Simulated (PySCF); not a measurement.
Ligands exchanged one at a time, In Cl-SH. Gas-phase values, no solvent. One relaxed conformer stands for each flexible species; it need not be the lowest. Strings in code marks are SMILES.

Method: PBE-D3(BJ)/def2-TZVP // PBE0-D4/def2-TZVP run with PySCF. All candidates: neutral, multiplicity 1. Excitations are Tamm–Dancoff values on a coarser integration grid. The basis has no diffuse functions, so Rydberg states are missing or too high.

| Item | Result |
|---|---|
| S1 excitation (TDA) | 3.95 eV |
| HOMO | -6.40 eV |
| LUMO | -2.56 eV |

### Question
Which member has these values?
A. `[SH][In]([Cl])[Cl]` (H–S–In–Cl torsion 0°)
B. `[SH][In]([SH])[Cl]` (H–S–In–Cl torsion -180°, Cl–In–S–H torsion 0°)
C. `[Cl][In]([Cl])[Cl]`
D. `[SH][In]([SH])[SH]`

### Answer
D, `[SH][In]([SH])[SH]`. The others give `[SH][In]([SH])[Cl]` (H–S–In–Cl torsion -180°, Cl–In–S–H torsion 0°): 3.84 eV, -6.64 eV, -2.92 eV; `[Cl][In]([Cl])[Cl]`: 4.40 eV, -8.02 eV, -3.76 eV; `[SH][In]([Cl])[Cl]` (H–S–In–Cl torsion 0°): 3.88 eV, -7.06 eV, -3.32 eV
